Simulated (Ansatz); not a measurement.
```yaml
crystal:
  periodic: [false, false, false]
  atoms:
    - {symbol: F, position_ang: [0.158092, -0.399706, 1.772325]}
    - {symbol: Ti, position_ang: [0.122599, -0.136959, 0.036731]}
    - {symbol: F, position_ang: [1.428261, -1.022152, -0.721352]}
    - {symbol: I, position_ang: [-2.123056, -0.841095, -0.867911]}
    - {symbol: I, position_ang: [0.431315, 2.309999, -0.355569]}
basis:
  gaussian: {orbitals: def2-mTZVPP}
total_charge: 1
magnetization: {spin_polarized: true, initial_magnetization: 1}
hamiltonian: {xc: {name: HF}}
correlation: {active_space: {window: {electrons: 6, orbitals: 2}}}
output: {forces: true}
```

```sh
$ ansatz run in.yaml --threads 4 --pin off --events-out ev --progress --plain --max-ram 11315MiB
```

(1) How does Ansatz answer? (An estimate is asked.)

Answers

(1) Ansatz gave: The input was rejected before any iteration.
```
Error: invalid value for `correlation.active_space`: it starts from restricted Hartree–Fock orbitals; set hamiltonian.xc: hf without magnetization.spin_polarized
```
